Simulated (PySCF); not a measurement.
Species: C7H8O2.
Numbering: `[CH3:1][C:2]#[C:3]/[CH:4]=[C:5](\[CH:6]=[O:7])[O:8][CH3:9]` (hydrogens: H10, H11, H12 on C1; H13 on C4; H14 on C6; H15, H16, H17 on C9)

Level of theory: TDDFT wB97X-D/def2-SVPD, vertical, gas phase, core orbitals frozen in the response (PySCF). One conformer (not necessarily the lowest) at the GFN2-xTB geometry, without solvent, vibrations or thermal averaging. Torsions of this conformer, `[CH3:1][C:2]#[C:3]/[CH:4]=[C:5](\[CH:6]=[O:7])[O:8][CH3:9]`: C4–C5–C6–O7 180°, C4–C5–O8–C9 180°.

Computed states:

```json
{"state": "S1", "E (eV)": "3.48", "f": "0.0003"}
{"state": "S2", "E (eV)": "3.96", "f": "0.342"}
{"state": "S3", "E (eV)": "4.78", "f": "0.0000"}
{"state": "S4", "E (eV)": "5.98", "f": "0.0001"}
{"state": "S5", "E (eV)": "6.12", "f": "0.0070"}
{"state": "S6", "E (eV)": "6.42", "f": "0.0002"}
{"state": "S7", "E (eV)": "6.65", "f": "0.107"}
{"state": "S8", "E (eV)": "6.90", "f": "0.0001"}
```

Each state is given a Gaussian of 0.3 eV full width at half maximum, with ε(max) = 2.175×10⁸ f / Δν̃ (Δν̃ the width in cm⁻¹). The width is an assumption, not a result. The curve ends short of the highest state used, and states not computed would add to its high-energy end.

Question: What does the envelope look like, and where are its maxima?

Answer: 
```
λ (nm)  ε (L mol⁻¹ cm⁻¹)
 196.7               470
 201.6               619
 206.6               421
 211.6                86
 216.5                 7
 221.5                 0
 226.4                 0
 231.4                 0
 236.3                 0
 241.3                 0
 246.2                 0
 251.2                 0
 256.1                 0
 261.1                 0
 266.0                 0
 271.0                 0
 276.0                 5
 280.9                52
 285.9               375
 290.8              1747
 295.8              5769
 300.7             13321
 305.7             22955
 310.6             29689
 315.6             29880
 320.5             23930
 325.5             15437
 330.4              8318
 335.4              3719
 340.3              1453
 345.3               492
 350.3               160
 355.2                62
 360.2                33
 365.1                23
 370.1                16
 375.0                11
 380.0                 6
 384.9                 4
 389.9                 2
 394.8                 1
 399.8                 0
 404.7                 0
 409.7                 0
```

Maxima: 313 nm (3.96 eV), ε about 31000, made up of S2 (100%); 203 nm (6.12 eV), ε about 640, made up of S5 (99%) (ε in L mol⁻¹ cm⁻¹; maxima over ε = 5, shares over 10%). At its high-energy end, 6.30 eV, the curve is still rising (ε about 460, from S5 and S7).

Question: Coming from long wavelengths, where does ε first pass 100 L mol⁻¹ cm⁻¹?

Answer: At about 352 nm (3.52 eV), 0.04 eV above S1.

Question: Does any computed singlet lie in the visible range?

Answer: No computed singlet lies in the visible range (380 to 750 nm); the lowest, at 357 nm, stands 0.21 eV above its violet end (3.26 eV); a Tamm–Dancoff triplet lies at 550 nm, without intensity as long as spin–orbit coupling is left out.

Question: What would ε be at 3.96 eV, the highest of these maxima, with half the width (0.15 eV)?

Answer: About 61400 L mol⁻¹ cm⁻¹ against 30700, a factor of about 2.00; a lone state at its own centre would give exactly 2.

Hardware: an Intel Xeon at 2.50 GHz with one thread, on a shared host. Cost: 4.2 min wall, 2.7 min CPU (grids of density and orbitals included), 1.1 GiB resident at most.
